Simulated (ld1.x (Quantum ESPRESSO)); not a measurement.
## Configuration tests for chromium (Cr) (TM)

Cr, norm-conserving Troullier–Martins (Kleinman–Bylander form), made with ld1.x (Quantum ESPRESSO) 7.5 (PBE, fully relativistic). Core [Ne] 3s2, reference 3p6 3d5 4s0.75 4p0 (charge +0.25). Waves: 3p (bound): rc 1.40 bohr; 3d (bound): rc 1.50 bohr; 4s (bound): rc 2.20 bohr. Local part: the s channel. Core correction: Bessel-smoothed model core inside 0.65 bohr.

Open shells are filled in proportion to 2j + 1 (rel_dist='average').

Energies are relative to the spin-unpolarised reference configuration 3p6 3d5 4s0.75 4p0; without spin polarisation the order of configurations can differ from experiment. Not all tests gave a result: 1 of 7 tests not solved or not reliable.

| valence configuration | charge | ΔE all-electron (eV) | error AE − PS (meV) |
| --- | --- | --- | --- |
| 3p6 3d5 4s0 4p0 | +1 | 5.726 | -9.3 |
| 3p6 3d4 4s0 4p0 | +2 | 21.779 | -135 |
| 3p6 3d5.5 4s0.5 4p0 | 0 | -0.449 | -15 |
| 3p6 3d4 4s1 4p0 | +1 | 6.812 | -132 |
| 3p6 3d3 4s0 4p0 | +3 | 52.527 | -705 |

(1) What are ΔE and the potential's error for 3p6 3d5 4s1 4p0?

Levels in the configuration 3p6 3d3 4s0 4p0:

```json
{"level": "3p j=1/2", "all-electron (eV)": "-84.446", "pseudo (eV)": "-85.718"}
{"level": "3p j=3/2", "all-electron (eV)": "-83.376", "pseudo (eV)": "-84.635"}
{"level": "3d j=3/2", "all-electron (eV)": "-39.186", "pseudo (eV)": "-39.975"}
{"level": "3d j=5/2", "all-electron (eV)": "-39.076", "pseudo (eV)": "-39.861"}
```

Answers

(1) ΔE = -1.175 eV all-electron; the error (AE − PS) is -0.8 meV.

These tests converged, but a pseudo level misses the all-electron one widely, so the file describes the atom poorly there or has found another state: 3p6 3d3 4s0 4p0: empty 4p by 2.8 eV (a node warning on the way).
